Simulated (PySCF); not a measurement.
Molecule: SMILES CC(C)N[SiH2][SiH3], C₃H₁₃NSi₂.

Molfile (atoms numbered from 1):
```
C3H13NSi2
     RDKit          3D

 19 18  0  0  0  0  0  0  0  0999 V2000
   -1.3438    1.1859   -1.2453 C   0  0  0  0  0  0  0  0  0  0  0  0
   -0.8960   -0.0419   -0.4561 C   0  0  0  0  0  0  0  0  0  0  0  0
   -1.8438   -0.3493    0.6960 C   0  0  0  0  0  0  0  0  0  0  0  0
    0.4691    0.0787    0.0340 N   0  0  0  0  0  0  0  0  0  0  0  0
    1.8774   -0.4048   -0.8554 Si  0  0  0  0  0  4  0  0  0  0  0  0
    3.7143   -0.2444    0.5929 Si  0  0  0  0  0  4  0  0  0  0  0  0
   -2.3589    1.0580   -1.6530 H   0  0  0  0  0  0  0  0  0  0  0  0
   -1.3520    2.0780   -0.5967 H   0  0  0  0  0  0  0  0  0  0  0  0
   -0.6595    1.3857   -2.0838 H   0  0  0  0  0  0  0  0  0  0  0  0
   -0.9066   -0.9091   -1.1420 H   0  0  0  0  0  0  0  0  0  0  0  0
   -1.8587    0.4869    1.4157 H   0  0  0  0  0  0  0  0  0  0  0  0
   -1.5188   -1.2518    1.2331 H   0  0  0  0  0  0  0  0  0  0  0  0
   -2.8747   -0.5001    0.3408 H   0  0  0  0  0  0  0  0  0  0  0  0
    0.5778    0.8189    0.7214 H   0  0  0  0  0  0  0  0  0  0  0  0
    2.1778    0.3952   -2.0964 H   0  0  0  0  0  0  0  0  0  0  0  0
    1.6847   -1.8171   -1.3149 H   0  0  0  0  0  0  0  0  0  0  0  0
    3.7211    1.0999    1.2547 H   0  0  0  0  0  0  0  0  0  0  0  0
    4.9980   -0.4014   -0.1595 H   0  0  0  0  0  0  0  0  0  0  0  0
    3.6533   -1.2891    1.6616 H   0  0  0  0  0  0  0  0  0  0  0  0
  1  2  1  0
  2  3  1  0
  2  4  1  0
  4  5  1  0
  5  6  1  0
  1  7  1  0
  1  8  1  0
  1  9  1  0
  2 10  1  0
  3 11  1  0
  3 12  1  0
  3 13  1  0
  4 14  1  0
  5 15  1  0
  5 16  1  0
  6 17  1  0
  6 18  1  0
  6 19  1  0
M  END
```

Geometry PBE0-D3(BJ)/def2-SVP throughout; GIAO in PySCF, gas phase, one conformer, non-relativistic; equivalent atoms averaged; functional PBE0.

(1) How do the shifts δ (against TMS at the same level) depend on the basis set? (a selection of nuclei; ppm; last column core-seconds on shared hosts with different chips, so compare them loosely)

(2) Which nucleus among those listed moves most, in ppm?

(3) Taking the largest basis, def2-TZVP (276 functions), as the yardstick, rank the others by their worst heavy-atom deviation.

Results:

(1) 
```tsv
basis set	functions	C2	C1/C3	Si5	Si6	H15/H16	H17/H18/H19	H10	H7/H8/H9/H11/H12/H13	H14	core-s
STO-3G	51	46.5	22.9	-42.3	-86.6	2.13	1.52	1.12	0.71	-2.98	5.1
6-31G	88	48.6	27.5	-24.7	-82.6	4.86	3.15	2.95	1.25	-1.69	11
pcSseg-0	88	50.5	29.1	-91.4	-162.7	5.08	3.21	2.37	1.20	-2.43	7.5
6-31G*	118	47.4	26.5	-25.4	-72.6	5.16	3.59	3.06	1.07	-0.98	15
def2-SVP	157	46.9	26.2	-58.6	-101.9	4.94	3.44	2.61	0.95	-1.03	20
cc-pVDZ	157	50.8	27.6	-48.1	-91.6	4.94	3.41	2.81	1.04	-0.89	17
pcSseg-1	181	50.4	27.9	-53.0	-108.6	4.90	3.45	2.68	1.10	-0.79	22
6-311+G(2d,p)	256	50.4	27.0	-52.6	-109.4	5.26	3.71	2.87	1.02	-0.66	44
aug-cc-pVDZ	263	51.2	26.4	-43.4	-100.3	5.13	3.58	2.90	1.12	-0.66	37
def2-TZVP	276	51.7	27.7	-54.3	-112.7	5.25	3.71	2.90	1.03	-0.64	50
```

(2) Si6 (silicon bonded to Si, 3 H): from -162.7 ppm with pcSseg-0 to -72.6 ppm with 6-31G*. The smallest spread is 0.54 ppm, at H7/H8/H9/H11/H12/H13. Proton shifts span only some 12 ppm, so a few tenths of a ppm matter as much there as several ppm in carbon.

(3) 6-311+G(2d,p) 3.3 ppm (256 functions), pcSseg-1 4.2 ppm (181 functions), def2-SVP 10.9 ppm (157 functions), aug-cc-pVDZ 12.5 ppm (263 functions), cc-pVDZ 21.1 ppm (157 functions), STO-3G 26.1 ppm (51 functions), 6-31G 30.1 ppm (88 functions), 6-31G* 40.1 ppm (118 functions), pcSseg-0 50.0 ppm (88 functions).

A small basis that lands close on one nucleus may do so by chance; judge by the trend and by all nuclei.
